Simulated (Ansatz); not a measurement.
`C=N[SiH](O)Br` → `C=NO` + `[SiH]Br`  (silylene formation by 1,1-elimination)

Program: Ansatz. Geometries: PBE0-D4/def2-TZVP. ΔE: electronic, gas phase. CBS: MP2 limit from def2 TZ/QZ plus the TZ coupled-cluster correction, frozen cores. This one scheme is used for every species. DFT in def2-TZVPP. B3LYP here is the variant with VWN-RPA as its local correlation; programs differ in this. For Br outer-core shells are correlated without core-valence functions, which leaves a few kJ/mol of doubt a bond. Scalar relativity is left out up to krypton. One conformer a species, not always the lowest.

`C=N[SiH](O)Br`:

Cartesian coordinates in Å:
```
C 0.746 -1.528 0.551
N 0.164 -0.432 0.757
Si -0.415 0.625 -0.483
O 0.111 2.138 -0.204
Br -2.626 0.498 -0.386
H 1.094 -2.134 1.395
H 0.944 -1.948 -0.447
H 0.016 0.276 -1.853
H -0.034 2.506 0.670
```

`C=NO`:

Z-matrix (Å, degrees):
```
C
N 1 1.263
H 1 1.089 2 122.7
H 1 1.083 2 116.5 3 180.0
O 2 1.378 1 112.0 3 0.0
H 5 0.961 2 103.2 1 180.0
```

`[SiH]Br`:

```xyz
3

Si    0.163   -0.852   -0.116
Br    0.630    0.944    1.147
H    -0.793   -0.091   -1.032
```

```csv
level,ΔE (eV),difference from CCSD(T)/CBS
r2SCAN-D4,5.34,-0.01
PBE0-D4,5.20,-0.15
B3LYP-D4,5.13,-0.22
ωB97X-V,5.30,-0.05
ωB97M-V,5.21,-0.14
B2PLYP,5.22,-0.13
PBE,4.77,-0.58
r2SCAN,5.31,-0.04
PBE0,5.10,-0.25
B3LYP,4.95,-0.40
HF/def2-TZVPP,5.45,0.10
MP2/def2-TZVPP,5.61,0.26
CCSD/def2-TZVPP,5.27,-0.08
CCSD(T)/def2-TZVPP,5.23,-0.12
HF/def2-QZVPP,5.48,0.13
MP2/CBS(def2),5.72,0.37
CCSD(T)/CBS,5.35,0
```

Largest T1 diagnostic among the species: 0.014.

The D4 term adds +0.18 eV with B3LYP and +0.10 eV with PBE0; it sums over pairs of atoms, weighted by their polarisabilities, and B3LYP, whose exchange is more repulsive, gets the larger term. From PBE to PBE0 (25 % exact exchange), in def2-TZVPP and without D4, ΔE moves by +0.33 eV.
